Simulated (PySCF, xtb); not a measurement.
GaF2, SMILES [F][Ga][F], multiplicity 2.

Harmonic wavenumbers (cm⁻¹) from xtb with GFN2-xTB at its own minimum, in rising order: 69, 348, 355.

Problem. What does PySCF with PBE-D3(BJ)/def2-TZVP give at its own minimum? (An estimate is asked for; the answer gives what the named calculation found.)

Solution. 161, 593, 635. Paired by order, the mean absolute difference is 206 cm⁻¹ and the zero-point energies are 1.1 and 2.0 kcal/mol.
